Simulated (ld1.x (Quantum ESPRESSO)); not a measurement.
# Tc: excitation energies, all-electron against PAW

| Item | Value |
| --- | --- |
| Element | technetium |
| Generator | ld1.x (Quantum ESPRESSO) 7.5 |
| Type | PAW |
| Functional | LDA (PZ) |
| Relativity | fully relativistic |
| Frozen core | [Kr] |
| Valence charge | 7 |
| Reference configuration | 4d5 5s2 5p0 |
| Partial waves | 5s (bound): rcut 2.40, rcutus 3.00 bohr; 5s channel at 1 Ry: rcut 2.40, rcutus 3.00 bohr; 5p (bound, empty): rcut 2.25, rcutus 2.90 bohr; 5p channel at 4.75 Ry: rcut 2.25, rcutus 2.90 bohr; 4d (bound): rcut 2.10, rcutus 2.25 bohr; 4d channel at 4.55 Ry: rcut 2.10, rcutus 2.25 bohr |
| Local potential | all-electron potential smoothed inside 2.35 bohr (lloc = -1) |
| Core correction | a·sin(br)/r model core inside 2.30 bohr |
| Augmentation charge | GAUSS, radius 2.05 bohr |

Open shells are filled in proportion to 2j + 1 (rel_dist='average').

Energies are relative to the spin-unpolarised reference configuration 4d5 5s2 5p0; without spin polarisation the order of configurations can differ from experiment.

```json
{"valence configuration": "4d4 5s0 5p0", "charge": "+3", "ΔE all-electron (eV)": "52.559", "error AE − PS (meV)": "-219"}
{"valence configuration": "4d5.5 5s1.5 5p0", "charge": "0", "ΔE all-electron (eV)": "-0.597", "error AE − PS (meV)": "-11"}
{"valence configuration": "4d5 5s1 5p1", "charge": "0", "ΔE all-electron (eV)": "3.835", "error AE − PS (meV)": "0.0"}
{"valence configuration": "4d4 5s2 5p0", "charge": "+1", "ΔE all-electron (eV)": "11.800", "error AE − PS (meV)": "-65"}
{"valence configuration": "4d5 5s1.5 5p0", "charge": "+0.5", "ΔE all-electron (eV)": "3.407", "error AE − PS (meV)": "0.0"}
```

Q: What are ΔE and the potential's error for 4d5 5s1 5p0?

A: ΔE = 8.432 eV all-electron; the error (AE − PS) is -0.4 meV.

Q: What are ΔE and the potential's error for 4d5 5s0 5p0?

A: ΔE = 23.634 eV all-electron; the error (AE − PS) is -7.4 meV.

Levels in the configuration 4d5.5 5s1.5 5p0:

| level | all-electron (eV) | pseudo (eV) |
| --- | --- | --- |
| 4d j=3/2 | -5.857 | -5.812 |
| 4d j=5/2 | -5.582 | -5.539 |
| 5s j=1/2 | -4.839 | -4.840 |

The ghost test of this file was not conclusive.
